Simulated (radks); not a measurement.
Task: Radial electron density D(r) = 4 pi r^2 rho(r) of an atom or ion with 1 electrons. Method: non-relativistic Kohn-Sham, PBE, spin-polarised, spherical densities, point nucleus; computed with a radial shooting solver on a logarithmic mesh with Libxc functionals.

r (bohr)  D(r) (e/bohr)
0.04943         0.06512
0.05755         0.08538
0.067            0.1114
0.07799          0.1443
0.0908           0.1856
0.1057           0.2368
0.1231           0.2990
0.1433           0.3731
0.1668           0.4595
0.1942           0.5569
0.226            0.6629
0.2631           0.7724
0.3063           0.8782
0.3566           0.9703
0.4151            1.037
0.4833            1.067
0.5626            1.051
0.655            0.9827
0.7625           0.8664
0.8877           0.7136
1.033            0.5436
1.203            0.3787
1.401            0.2383
1.63             0.1333
1.898           0.06509
2.21            0.02705
2.572          0.009304
2.995          0.002568

What is the nuclear charge?

Result: Z = 2. The innermost maximum, from 1s, lies near 1/Z = 0.5 bohr (found: 0.495), and its height grows with Z. The density is that of the helium ion He+ in 1s1; the configuration itself is not fixed sharply by these data. D(r) has 1 maximum, at r = 0.495 bohr.
